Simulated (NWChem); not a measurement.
A series in which one site is exchanged, each optimised at PBE0/def2-SVP with NWChem, gas phase unless a solvent is named. All stand in one matching conformer (torsions within 35°), which need not be the lowest. This build's default masses of Se (78.918 u) and Br (79.917 u) are each other's, which moves their modes by up to 0.6 %.

A: [OH][Ga]([F])[NH2] (GaNH₃OF; site = F)
B: [NH2][Ga]([OH])[Br] (GaNH3OBr; site = Br)
C: [NH2][Ga]([OH])[Cl] (GaNH3OCl; site = Cl)

```csv
quantity,A,B,C
"dipole (D), PBE0/def2-SVP",(withheld),1.16,1.25
"highest harmonic frequency (cm⁻¹), PBE0/def2-SVP",(withheld),3921,3922
"vertical ionisation energy, ΔSCF, PBE0/def2-SVP (eV)",(withheld),9.76,9.89
"lowest singlet excitation, PBE0/def2-SVPD, TDA (eV)",(withheld),5.40,5.50
```

Task: Complete the blanks.

Result: 
- dipole (D), PBE0/def2-SVP, A: 1.48
- highest harmonic frequency (cm⁻¹), PBE0/def2-SVP, A: 3916
- vertical ionisation energy, ΔSCF, PBE0/def2-SVP (eV), A: 10.09
- lowest singlet excitation, PBE0/def2-SVPD, TDA (eV), A: 5.54
